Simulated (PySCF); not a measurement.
Choosing a molecule for a target property.

Species are written as SMILES; each is one conformer at its optimised geometry, gas phase, non-relativistic unless stated; the electronic structure was computed with PySCF and density fitting.

Dipoles, sizes and rotational constants follow the conformer. The torsions of the flexible species, by atom-mapped SMILES:
- `[CH3:1][CH2:2][c:3]1[s:4][cH:5][cH:6][c:7]1[C:8]#[N:9]`: C1–C2–C3–S4 -91°
- `[CH2:1]=[CH:2][C:3](=[O:4])[SiH2:5][F:6]`: C1–C2–C3–O4 -175°, C2–C3–Si5–F6 48°
- `[CH3:1][O:2][S:3]([CH3:4])(=[O:5])=[O:6]`: C1–O2–S3–C4 180°
- `[CH3:1][O:2][C@H:3]([CH3:4])[S:5][S:6][CH3:7]`: C1–O2–C3–C4 -170°, O2–C3–S5–S6 63°, C3–S5–S6–C7 98°

The conformers of `C1C[C@H]2CC[C@@H]1N2` and `C#C[C@@H]1C[SiH2][C@H](F)C1` aren't listed.

Question: Wanted: smallest rotational constant between 1.5 GHz and 2 GHz (GFN2-xTB) and static isotropic polarisability below 90 au (B3LYP/def2-SVPD), at GFN2-xTB geometries. Which candidate meets both?
A. `CCc1c(C#N)ccs1`
B. `C=C=S`
C. `C=CC(=O)[SiH2]F`
D. `COS(C)(=O)=O`
E. `CN=C1CC(C)C1`

Answer: C. Computed values:
```
        species  smallest rotational constant  static isotropic polarisability
 CCc1c(C#N)ccs1                     0.844 GHz                         103.3 au
   CN=C1CC(C)C1                     1.371 GHz                          79.9 au
C=CC(=O)[SiH2]F                     1.608 GHz                          65.4 au
   COS(C)(=O)=O                     2.533 GHz                          56.0 au
          C=C=S                     5.609 GHz                          47.3 au
```

Question: Wanted: lowest singlet excitation above 7 eV (TDDFT B3LYP/def2-SVPD) and HOMO–LUMO gap above 7 eV (B3LYP/def2-SVPD), at GFN2-xTB geometries. Which candidate meets both?
A. `C1C[C@H]2CC[C@@H]1N2`
B. `COS(C)(=O)=O`
C. `C#C[C@@H]1C[SiH2][C@H](F)C1`
D. `CCc1sccc1C#N`
E. `C=CC(=O)[SiH2]F`
F. `CN=C1CC(C)C1`
G. `C=C=S`

Answer: B. Computed values:
| species | lowest singlet excitation | HOMO–LUMO gap |
| --- | --- | --- |
| C=C=S | 2.59 eV | 4.04 eV |
| C=CC(=O)[SiH2]F | 2.94 eV | 4.50 eV |
| CN=C1CC(C)C1 | 4.88 eV | 6.33 eV |
| CCc1sccc1C#N | 5.14 eV | 5.51 eV |
| C1C[C@H]2CC[C@@H]1N2 | 5.84 eV | 6.80 eV |
| C#C[C@@H]1C[SiH2][C@H](F)C1 | 6.52 eV | 7.48 eV |
| COS(C)(=O)=O | 7.42 eV | 8.33 eV |

Question: Wanted: electronic spatial extent ⟨r²⟩ about the centre of nuclear charge between 700 bohr² and 1300 bohr² (B3LYP/def2-SVPD) and lowest triplet excitation (Tamm–Dancoff) above 4.14 eV (TDA B3LYP/def2-SVPD), at GFN2-xTB geometries. Which candidate meets both?
A. `CCc1sccc1C#N`
B. `C(=C)C(=O)[SiH2]F`
C. `COS(C)(=O)=O`
D. `CC1CC(C1)=NC`
E. `[Si@]1(C[C@@H](C1)F)(C)C#C`
F. `CO[C@H](C)SSC`
G. `C=C=S`

Answer: D. Computed values:
```csv
species,electronic spatial extent ⟨r²⟩ about the centre of nuclear charge,lowest triplet excitation (Tamm–Dancoff)
C=C=S,238 bohr²,2.26 eV
COS(C)(=O)=O,613 bohr²,7.24 eV
C(=C)C(=O)[SiH2]F,736 bohr²,2.38 eV
CC1CC(C1)=NC,942 bohr²,4.21 eV
CO[C@H](C)SSC,1277 bohr²,4.07 eV
[Si@]1(C[C@@H](C1)F)(C)C#C,1312 bohr²,4.99 eV
CCc1sccc1C#N,1356 bohr²,3.52 eV
```
